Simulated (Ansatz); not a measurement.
Several settings on one geometry of tri-p-tolylsulfonium bromide, `Cc1ccc([S+](c2ccc(C)cc2)c2ccc(C)cc2)cc1.[Br-]` (that of the charge 0 singlet, PBE-D4/def2-SVP). Ansatz on 2 threads of AMD EPYC 7R13 on a shared host and a share (18 GiB) of an NVIDIA H100 80GB HBM3; times are rough.

```xyz
44

C     4.751    0.058   -3.140
C     3.735    0.011   -2.028
C     3.930   -0.821   -0.903
C     3.021   -0.835    0.159
C     1.882   -0.019    0.086
S     0.720   -0.170    1.454
C    -0.428   -1.440    0.723
C    -1.419   -1.911    1.604
C    -2.272   -2.942    1.203
C    -2.143   -3.546   -0.068
C    -3.057   -4.671   -0.479
C    -1.129   -3.074   -0.922
C    -0.270   -2.030   -0.538
C    -0.401    1.261    1.330
C    -1.429    1.295    0.372
C    -2.289    2.401    0.333
C    -2.153    3.468    1.245
C    -3.065    4.666    1.178
C    -1.125    3.390    2.206
C    -0.243    2.303    2.257
C     1.651    0.815   -1.013
C     2.587    0.826   -2.059
H     4.286    0.331   -4.109
H     5.533    0.819   -2.926
H     5.268   -0.914   -3.263
H     4.826   -1.460   -0.850
H     3.205   -1.450    1.051
H    -1.527   -1.459    2.604
H    -3.054   -3.295    1.895
H    -2.912   -5.562    0.169
H    -4.124   -4.379   -0.386
H    -2.878   -4.984   -1.525
H    -1.004   -3.531   -1.917
H     0.510   -1.678   -1.228
H    -1.572    0.464   -0.333
H    -3.087    2.430   -0.425
H    -3.228    5.110    2.180
H    -4.051    4.408    0.744
H    -2.622    5.460    0.539
H    -1.004    4.204    2.939
H     0.598    2.256    2.973
H     0.763    1.461   -1.055
H     2.416    1.491   -2.921
Br    2.805    1.242    2.840
```

Totals from different functionals, basis sets or treatments of relativity can't be compared as stabilities.

The spins typed aren't always the lowest for that charge.

Task: Give the basis size and estimate the energy, ⟨S²⟩ and time of these runs.

| run | method | charge | state | further keys |
| --- | --- | --- | --- | --- |
| 1 | ROKS B3LYP5/def2-TZVP | 0 | triplet | fitting: {mean_field: def2-universal-jkfit}; scf: {lower_state_search: off} |
| 2 | UKS BLYP-D4/def2-mTZVPP | 0 | singlet | fitting: {mean_field: def2-universal-jkfit}; scf: {omitted_lower_state_checks: [starts]}; forces asked |
| 3 | UKS revPBE/def2-mTZVPP | -1 | doublet | fitting: {mean_field: def2-universal-jkfit}; scf: {omitted_lower_state_checks: [starts]}; forces asked |
| 4 | UKS SVWN5/def2-TZVP | 1 | doublet | fitting: {mean_field: def2-universal-jkfit}; nuclear_model: gaussian |

Result: 
```json
{"run": "1", "functions": "862", "energy (Eh)": "-3784.6792", "⟨S²⟩": "–", "wall time": "17 s"}
{"run": "2", "functions": "567", "energy (Eh)": "-3785.2255", "⟨S²⟩": "0.00", "wall time": "7.5 s"}
{"run": "3", "functions": "567", "energy (Eh)": "-3784.9275", "⟨S²⟩": "0.75", "wall time": "12 s"}
{"run": "4", "functions": "862", "energy (Eh)": "-3772.8657", "⟨S²⟩": "0.75", "wall time": "33 s"}
```

The highest occupied level of an anion often lies above zero with these methods, and sets without diffuse functions describe the outer electron poorly.
